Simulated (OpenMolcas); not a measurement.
# Sn: effect of correlating more closed shells

- Program: OpenMolcas 26.06
- Basis: ANO-R1 [6s5p3d1f]
- Scalar Hamiltonian: X2C, finite nucleus
- Active space: 4 electrons in 4 orbitals (5s 5p)
- State averaging: 2S+1 = 3 even, 3 roots; 2S+1 = 1 even, 6 roots; 2S+1 = 5 odd, 1 root; 2S+1 = 3 odd, 5 roots
- Spin-orbit coupling: RASSI with atomic mean-field integrals over the reference wave functions, term energies averaged over their components

Methods on the same reference wave functions:
A. CASSCF
B. SS-CASPT2, IPEA 0.25 Eh, imaginary shift 0.1 Eh (closed shells correlated: 4d)
C. SS-CASPT2, IPEA 0.25 Eh, imaginary shift 0.1 Eh (closed shells correlated: 4s 4p 4d)

Energies in cm⁻¹ above 5s² 5p² ³P₀, the measured ground level; measured values from NIST Handbook of Basic Atomic Spectroscopic Data.

```
      Level      A      B      C  Measured
5s² 5p² ³P₀    0.0    0.0    0.0       0.0
5s² 5p² ³P₁   1401   1354   1357      1692
5s² 5p² ³P₂   3084   3010   3010      3428
5s² 5p² ¹D₂  10580   9840   9800      8613
5s² 5p² ¹S₀  17898  19960  19850     17162
5s 5p³ ⁵S°₂  27850  35010  35480     39626
```

Deviations, from unrounded energies. A percentage is the sum of absolute deviations over the sum of measured energies, with the sign that they share, or ± where signs differ.

```
                        Against measurement  Levels      A      B      C
             mean absolute deviation (cm-1)       5   3000   1900   1800
      fine structure of the ground term (%)       2  -12.4  -14.7  -14.7
other terms of the ground configuration (%)       2  +10.5  +15.6  +15.0
                   other configurations (%)       1  -29.7  -11.7  -10.5
```

C lies closest to measurement on these levels and A furthest from it. The largest miss of C in the table is 5s 5p³ ⁵S°₂, by -4100 cm-1. The ranking rests on the paired levels alone, and a cruder setting can come out closer through cancelling errors.

Between B and C the level of the table that moves most is 5s 5p³ ⁵S°₂, by 480 cm-1 (lowest in B, highest in C). Moves below CASPT2's spread within the term are not significant.

From A to B the spin-free energies of the other terms of 5s² 5p² shown, above ³P, scale by factors of 0.91 to 1.14.

The lowest spin-free term lies below A's lowest term by 0.366 hartree in B, 0.445 hartree in C.

What an inner shell adds also hangs on whether the basis holds functions to correlate it.

Terms of s pⁿ other than that of highest spin mix with s² pⁿ⁻² d, which this space lacks; all of them can be thousands of cm-1 off, and some have no real level of that name. Some terms miss by over 15 % even with CASPT2, which points to a basis or an active space too small for the shells correlated (holds for B; C). Measured partners are found by configuration, term and J. A level has none where our copy of the source lacks it or the pairing is in doubt (some pairs that miss far off the trend of their configuration count as doubtful), and it then counts in no deviation. Only configurations of the active space appear. The table leaves out levels that lie high or whose names do not pair safely across all columns.

° marks odd parity.
